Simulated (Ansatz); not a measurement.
InBr₃. The state is a singlet with charge 0. Geometry PBE0-D4/def2-SVP; atoms count from 1.

```xyz
4

In    0.0000    0.0000    0.0001
Br   -0.1322    1.0891    2.1991
Br   -2.0022   -0.1560   -1.4164
Br    2.1344   -0.9331   -0.7828
```

In the def2 sets In takes a core potential; there is no spin–orbit coupling.

(1) Estimate the Mulliken populations from the PBE0/def2-TZVP orbitals of Ansatz.

(2) And the Mayer bond orders between heavy atoms (over 0.3)?

Results:

(1) 
```
atom  charge (e)
 In1        0.90
 Br2       -0.30
 Br3       -0.30
 Br4       -0.30
```
Mulliken values depend strongly on the basis.

(2) In1–Br2 1.01 (2.46 Å); In1–Br3 1.01 (2.46 Å); In1–Br4 1.01 (2.46 Å).
